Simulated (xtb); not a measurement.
C3H5NOSi, SMILES O[Si@@H]1C=CC=N1. All values are semi-empirical tight-binding results from xtb (GFN2-xTB unless named), good for trends rather than for accurate numbers. Geometry optimised at GFN2-xTB. The structure was generated by enumeration; whether it is a known compound was not checked. The values are those of a single conformer.

Computed properties:
```
Item                                            Value
--------------------------------------  -------------
orbital gap                                   2.13 eV
dipole moment                                  1.99 D
zero-point energy                       46.6 kcal/mol
G − E(el) at 298.15 K (modified RRHO)   27.6 kcal/mol
static polarisability (D4 model)           71.6 bohr³
solvation energy, GFN2-xTB/ALPB(water)  -5.4 kcal/mol
solvation energy, GFN2-xTB/ALPB(ether)  -6.8 kcal/mol
```
